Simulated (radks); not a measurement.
The numbers below are computed, except where a source is named.
Question: All-electron atom: Nd in [Xe] 4f4 6s2. Code: a radial shooting solver on a logarithmic mesh with Libxc functionals. Model: scalar-relativistic Kohn-Sham, revPBE, spin-unpolarised, spherical densities, point nucleus. Some entries of the table are withheld. Estimate them.

| orbital | occ. | eigenvalue (hartree) | <r^2> (bohr^2) |
|---|---|---|---|
| 1s | 2 | -1595.110 | 0.0007597 |
| 2s | 2 | -257.9991 | 0.01203 |
| 2p | 6 | -230.6081 | 0.009624 |
| 3s | 2 | -55.97557 | 0.08100 |
| 3p | 6 | (1) | 0.08106 |
| 3d | 10 | -35.36993 | 0.06878 |
| 4s | 2 | -11.13311 | 0.4160 |
| 4p | 6 | -8.30548 | 0.4702 |
| 4d | 10 | -4.28796 | 0.5801 |
| 5s | 2 | -1.48711 | 2.441 |
| 5p | 6 | -0.81199 | 3.392 |
| 6s | 2 | -0.12709 | 22.60 |
| 5d | 0 | (2) | 13.95 |
| 4f | 4 | -0.06359 | 1.845 |
| 6p | 0 | -0.04514 | 44.65 |

Answer: 
(1) 3p eigenvalue (hartree): -47.33932
(2) 5d eigenvalue (hartree): -0.06892
